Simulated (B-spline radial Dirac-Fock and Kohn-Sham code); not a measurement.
**Atomic SCF run for F**

ΔSCF core binding energies without Breit or QED terms, calculated with a B-spline atomic structure program. Keys: rel is the Hamiltonian (dirac, or spin-free x2c and nr, where L3 and M5 stand for the whole 2p and 3d shells), method is hf or an exchange,correlation pair (spin-unpolarised, also for the hole states), nuc the nuclear model, radius_factor scales its radius, rmax is the box in bohr, h the logarithmic mesh step, order the B-spline order, points the quadrature points per cell, c_factor scales the speed of light, and damp, ndamp, maxit and tol steer the iteration. The run stops when the commutator error falls below 10·tol·max(1, Z/10), or the numerical noise floor, and the energy has settled to about 1e-8 Ha; the virial ratio is −V/T.

Input (task.json):

```json
{"items": [{"Z": 9, "q": 0, "cfg": [[1, 0, 2], [2, 0, 2], [2, 1, 5]], "A": 19, "rrms": 2.8976, "do": "settings", "holes": ["K", "L3", "M5"],
  "settings": [{"rel": "dirac", "method": "hf", "nuc": "fermi", "radius_factor": 1.0, "rmax": 45.0, "h": 0.3, "order": 8, "points": 10, "c_factor": 1.0, "maxit": 59, "damp": 0.5, "ndamp": 3, "tol": 1e-14}]}]}
```

Command: `python xray2_run.py task.json out`

Ground-state iterations:

```
iter   energy (Ha)        error
   1      -98.71811320  3.63e-01
   2      -99.31965311  1.03e-01
   3      -99.48639190  2.85e-02
   4      -99.50042913  8.23e-03
   5      -99.50136797  3.61e-03
   6      -99.50161245  1.66e-04
   7      -99.50161352  2.89e-05
   8      -99.50161354  2.19e-06
   9      -99.50161354  2.65e-07
```

The ground state converged in 9 iterations, with total energy -99.50161 Ha, virial ratio 1.99814 and highest orbital energy -19.83 eV. ΔSCF binding energies: K (1s) 698.4 eV. Holes are computed only in closed shells, and unreliable hole states are left out.

One setting is outside the advised range (tolerance below the noise), but here it does no visible harm: the result matches the run with default settings.
